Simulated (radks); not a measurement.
The numbers below are computed, except where a source is named.
Problem. Valence configurations of the thulium ion Tm2+ (all share [Xe]). Code: a radial shooting solver on a logarithmic mesh with Libxc functionals. Model: Dirac Kohn-Sham, PBE, spin-unpolarised, spherical densities, finite nucleus; open shells fill j = l - 1/2 first; Fermi nuclear charge, rms radius 5.2256 fm. Order these by energy: 4f12.5 5d0.5; 4f11 6s2; 4f11 6p2; 4f12 6s1; 4f12 5d1; 4f13; 4f10 6s1 6p2; 4f12 5d0.5 6s0.5; 4f12.5 6s0.5; 4f12 6p1.

Solution. From the lowest, in eV above it: 4f13 0.000; 4f12.5 6s0.5 1.716; 4f12.5 5d0.5 2.195; 4f12 6s1 5.173; 4f12 5d0.5 6s0.5 5.275; 4f12 5d1 5.544; 4f12 6p1 9.730; 4f11 6s2 18.048; 4f11 6p2 28.209; 4f10 6s1 6p2 51.154. NIST lists [Xe] 4f13 as the ground configuration; this level of theory agrees among the configurations tried. The energies are those of spherical spin-averaged densities, not of single terms.
